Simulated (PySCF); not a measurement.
BHN, SMILES B=[N] (connectivity only; charge and spin as stated), charge -1, multiplicity 1.

The structure is a stationary point at B3LYP-D3(BJ)/def2-TZVPD. The spin state was assumed, not searched. The isomer is the one that the SMILES or the coordinates give; other isomers of the formula were not compared.

Two levels are set side by side: PBE/def2-TZVPD (PySCF) and HF/def2-TZVPD (PySCF). Same geometry, gas phase. Differences are taken from unrounded values.

```tsv
quantity	HF
orbital gap (eV)	8.11
highest occupied level (eV)	-3.12
lowest empty level (eV)	5.00
mean polarisability (bohr³)	37.0
```

Problem. What does PBE give, and how far is it from HF? (The exact figures need the calculation; the answer reports its results.)

Solution. 
```
quantity                      PBE  PBE minus HF
---------------------------  ----  ------------
orbital gap (eV)             3.30         -4.81
highest occupied level (eV)  0.54          3.65
lowest empty level (eV)      3.84         -1.16
mean polarisability (bohr³)  43.3           6.3
```

PBE's occupied levels lie high since its potential decays too fast outside the molecule; exact exchange lowers them and widens the gap. Loosely held outer electrons make PBE densities more polarisable. Differences between two approximate levels are no errors against the true value.

Rough cost on one machine, each run with all the roots and properties that it gave: HF against PBE about 1/6.
